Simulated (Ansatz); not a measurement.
`[NH2][Zr]([F])([Cl])[I]` + HCl → `[NH2][Zr]([F])([Cl])[Cl]` + HI  (ligand exchange at a Zr–I bond)

Program: Ansatz. Geometries: PBE0-D4/def2-TZVP. ΔE: electronic, gas phase. CCSD(T)/CBS is the MP2 limit (def2-TZVPP, def2-QZVPP) plus CCSD(T) − MP2 in def2-TZVPP, frozen cores. This one scheme is used for every species. DFT in def2-TZVPP. B3LYP here is the variant with VWN-RPA as its local correlation; programs differ in this. HSE06 is defined as in plane-wave codes. Elements past krypton have def2 core potentials. For I, Zr outer-core shells are correlated without core-valence functions, which leaves a few kJ/mol of doubt a bond. One conformer a species, not always the lowest.

`[NH2][Zr]([F])([Cl])[I]`:

```xyz
7

N    -0.848    0.279    0.917
Zr    0.343   -0.205   -0.606
F    -0.661    0.079   -2.177
Cl    1.031   -2.427   -0.315
I     2.528    1.424   -0.547
H    -0.662    0.083    1.892
H    -1.732    0.766    0.837
```

HCl:

```xyz
2

Cl   -0.394   -0.209    0.458
H     0.394    0.209   -0.458
```

`[NH2][Zr]([F])([Cl])[Cl]`:

Cartesian coordinates in Å:
```
N -1.167 -0.473 0.118
Zr 0.635 0.371 -0.049
F 0.381 2.220 0.243
Cl 1.482 -0.087 -2.192
Cl 2.065 -0.596 1.546
H -1.370 -1.459 0.015
H -2.026 0.024 0.319
```

HI:

Cartesian coordinates in Å:
```
I 0.657 0.440 -0.151
H -0.657 -0.440 0.151
```

```
             level  ΔE (kJ/mol)  difference from CCSD(T)/CBS
       LDA (SPW92)         -9.8                         -4.7
            PBE-D4         -9.5                         -4.4
         revPBE-D4        -10.9                         -5.8
           BLYP-D4        -14.5                         -9.4
            B97M-V        -19.5                        -14.4
           PBE0-D4         -7.5                         -2.4
          B3LYP-D4        -12.1                         -7.0
        r2SCANh-D4         -9.7                         -4.6
        r2SCAN0-D4         -8.3                         -3.2
          HSE06-D4         -7.1                         -2.0
          BHLYP-D4         -8.9                         -3.8
      CAM-B3LYP-D4        -15.4                        -10.3
           ωB97M-V        -12.3                         -7.2
            B2PLYP         -9.3                         -4.2
          PBE-QIDH         -3.7                          1.4
               PBE        -11.4                         -6.3
            revPBE        -12.3                         -7.2
              BLYP        -17.7                        -12.6
            r2SCAN        -11.1                         -6.0
              PBE0         -9.4                         -4.3
             B3LYP        -15.4                        -10.3
           r2SCANh        -10.2                         -5.1
           r2SCAN0         -9.0                         -3.9
             HSE06         -9.0                         -3.9
             BHLYP        -14.1                         -9.0
         CAM-B3LYP        -17.7                        -12.6
           LC-ωPBE        -13.9                         -8.8
RPA@PBE/def2-TZVPP         -6.9                         -1.8
       HF/def2-SVP        -22.4                        -17.3
      MP2/def2-SVP         -9.0                         -3.9
     CCSD/def2-SVP        -16.6                        -11.5
  CCSD(T)/def2-SVP        -14.7                         -9.6
     HF/def2-TZVPP        -13.1                         -8.0
    MP2/def2-TZVPP          1.7                          6.8
SCS-MP2/def2-TZVPP         -3.6                          1.5
CCSD(T)/def2-TZVPP         -5.9                         -0.8
     HF/def2-QZVPP        -13.1                         -8.0
    MP2/def2-QZVPP          2.1                          7.2
SCS-MP2/def2-QZVPP         -3.4                          1.7
      HF/CBS(def2)        -13.1                         -8.0
       CCSD(T)/CBS         -5.1                            0
```

Q: What do rigid-rotor, harmonic-oscillator terms from PBE0-D4/def2-TZVP frequencies (298.15 K, 1 bar) make of the CCSD(T)/CBS value? (An estimate is asked.)

A: Computed: ΔZPE = -2.8 kJ/mol, ΔH = -8.6 kJ/mol, ΔS = 2 J/(mol·K), ΔG = -9.1 kJ/mol.

Largest T1 diagnostic among the species: 0.016.

The D4 term adds +3.2 kJ/mol with B3LYP and +1.9 kJ/mol with PBE0; it sums over pairs of atoms, weighted by their polarisabilities, and B3LYP, whose exchange is more repulsive, gets the larger term. From BLYP to BHLYP (50 % exact exchange), in def2-TZVPP and without D4, ΔE moves by +3.6 kJ/mol. Leaving LDA and LC-ωPBE aside and taking each functional with its dispersion term where it has one, the values spread over 15.9 kJ/mol, from B97M-V to PBE-QIDH.
